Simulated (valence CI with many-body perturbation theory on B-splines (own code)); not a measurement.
## Hyperfine factors and g values of Tl58+

Calculated by configuration interaction combined with many-body perturbation theory (CI+MBPT): five valence electrons over a frozen Dirac-Fock core [Ar], radial functions for each j: 7 s, 7 p, 8 d, 6 f, 4 g, 1 h, with the one-electron correlation potential Σ1 (screened to all orders), the two-electron term Σ2, the three-electron term Σ3, Breit, model QED; selected single and double excitations, second order for the rest, scaled by the run's own slope (own B-spline code, finite nucleus).

The last digits are not significant, and no measured levels were compared; by estimate large intervals hold to a few tenths of a per cent, small ones and those within an open d or f shell to about a per cent. Excitations out of the core, of the other parity, are not computed and may begin above about 282 eV (a cautious bound); beyond it only levels of the ground parity were kept, without lifetimes. Only levels of the ground parity were solved; by the run's estimate the other parity begins above the list, which can be wrong where configurations are misplaced.

A/g_I is the dipole constant over the nuclear g factor μ/I (μ in nuclear magnetons, uniformly magnetised nucleus), B/Q the quadrupole constant per barn. Both hold the static response of the core; the bare values leave it out. Large factors of s and p1/2 electrons are usually good to 5 to 10 %; those of open d and f shells near neutrality can be off by tens of per cent, and small factors of p3/2, d and f electrons come from cancelling terms and can be off by a factor of two or in sign, in half-filled shells by more. B is blank for J = 1/2, where it vanishes, and for nearly pure S terms. Energies count from the lowest level.

Levels are named by their leading jj configuration (3d3/2^4 stands for four electrons in 3d with j = 3/2), which in mixed levels can hold well under half, so a name can repeat and another be missing. Letters in brackets count levels of one name in rising energy.

| Level | E (Ry) | g | A/g_I (MHz) | A/g_I bare | B/Q (MHz/b) | B/Q bare |
| --- | --- | --- | --- | --- | --- | --- |
| (3d3/2^4 3d5/2) J=5/2 | 0.000 | 1.246 | 51500 | 52700 | 101000 | 101000 |
| (3d3/2^3 3d5/2^2) J=5/2 [a] | 6.993 | 1.321 | 30300 | 31800 | 35000 | 35100 |
| (3d3/2^3 3d5/2^2) J=7/2 [a] | 7.916 | 1.158 | 60000 | 60800 | 107000 | 108000 |
| (3d3/2^3 3d5/2^2) J=11/2 | 7.991 | 1.090 | 78200 | 78800 | -5940 | -6260 |
| (3d3/2^3 3d5/2^2) J=3/2 [a] | 8.099 | 1.126 | 78100 | 78900 | 88100 | 88800 |
| (3d3/2^3 3d5/2^2) J=9/2 | 8.491 | 1.125 | 69500 | 70200 | 110000 | 111000 |
| (3d3/2^3 3d5/2^2) J=5/2 [b] | 8.834 | 1.122 | 71600 | 72300 | -9230 | -9250 |
| (3d3/2^3 3d5/2^2) J=7/2 [b] | 9.181 | 1.062 | 85100 | 85600 | -119000 | -120000 |
| (3d3/2^3 3d5/2^2) J=1/2 | 9.216 | 1.749 | -41200 | -37900 |  |  |
| (3d3/2^3 3d5/2^2) J=3/2 [b] | 10.716 | 0.801 | 135000 | 135000 | -118000 | -119000 |
| (3d3/2^2 3d5/2^3) J=5/2 [a] | 14.812 | 1.321 | 21600 | 23100 | 4860 | 4910 |
| (3d3/2^2 3d5/2^3) J=11/2 | 15.543 | 1.087 | 75900 | 76500 | 1360 | 1380 |
| (3d3/2^2 3d5/2^3) J=7/2 [a] | 15.545 | 1.205 | 50700 | 51800 | -3470 | -3500 |
| (3d3/2^2 3d5/2^3) J=9/2 [a] | 15.720 | 1.137 | 65400 | 66200 | -8240 | -8310 |
| (3d3/2^2 3d5/2^3) J=13/2 | 15.934 | 1.063 | 81900 | 82400 | -73.9 | -63.8 |
| (3d3/2^2 3d5/2^3) J=1/2 [a] | 16.187 | 0.420 | 224000 | 222000 |  |  |
| (3d3/2^2 3d5/2^3) J=3/2 [a] | 16.277 | 1.155 | 63400 | 64300 | 2020 | 2010 |
| (3d3/2^2 3d5/2^3) J=5/2 [b] | 16.343 | 1.019 | 90700 | 91100 | -7840 | -7870 |
| (3d3/2^2 3d5/2^3) J=9/2 [b] | 16.765 | 1.093 | 75200 | 75800 | 2020 | 2040 |
| (3d3/2^2 3d5/2^3) J=7/2 [b] | 16.963 | 0.977 | 101000 | 101000 | -2040 | -2060 |
| (3d3/2^2 3d5/2^3) J=3/2 [b] | 17.166 | 0.856 | 125000 | 125000 | 7240 | 7340 |
| (3d3/2^2 3d5/2^3) J=5/2 [c] | 17.178 | 1.046 | 85000 | 85400 | 7570 | 7600 |
| (3d3/2^2 3d5/2^3) J=7/2 [c] | 17.703 | 1.023 | 91100 | 91400 | 2060 | 2070 |
| (3d3/2^2 3d5/2^3) J=1/2 [b] | 17.721 | 1.740 | -58100 | -54900 |  |  |
| (3d3/2^2 3d5/2^3) J=9/2 [c] | 18.438 | 1.101 | 73500 | 74200 | 25700 | 26000 |
| (3d3/2^2 3d5/2^3) J=3/2 [c] | 19.723 | 1.173 | 58900 | 59800 | -21600 | -21800 |
| (3d3/2^2 3d5/2^3) J=5/2 [d] | 20.083 | 1.170 | 58700 | 59600 | 19300 | 19500 |
| (3d3/2 3d5/2^4) J=5/2 [a] | 23.496 | 1.245 | 34800 | 36000 | -42500 | -42700 |
| (3d3/2 3d5/2^4) J=7/2 [a] | 24.256 | 1.173 | 58300 | 59200 | -120000 | -121000 |
| (3d3/2 3d5/2^4) J=11/2 | 24.344 | 1.067 | 79400 | 79900 | 4760 | 5090 |
| (3d3/2 3d5/2^4) J=3/2 [a] | 24.520 | 1.003 | 84600 | 84800 | -92200 | -92900 |
| (3d3/2 3d5/2^4) J=9/2 | 24.950 | 1.110 | 70200 | 70900 | -129000 | -130000 |
| (3d3/2 3d5/2^4) J=5/2 [b] | 25.347 | 1.104 | 71300 | 72000 | 21100 | 21300 |
| (3d3/2 3d5/2^4) J=7/2 [b] | 25.636 | 1.017 | 88500 | 88800 | 136000 | 137000 |
| (3d3/2 3d5/2^4) J=1/2 | 26.200 | 1.373 | -23900 | -22300 |  |  |
| (3d3/2 3d5/2^4) J=3/2 [b] | 27.576 | 0.850 | 133000 | 132000 | 135000 | 136000 |
| (3d5/2^5) J=5/2 | 32.855 | 1.153 | 56100 | 56900 | -129000 | -130000 |

(1) Take the isotope of mass number 203, with I = 1/2, μ = 1.616 μN. What is the hyperfine structure of (3d3/2^3 3d5/2^2) J=5/2 [b]?

Answers

(1) From the table A = 231000 MHz. Shifts from the centre of gravity in MHz: F = 2: -404000, F = 3: 289000.
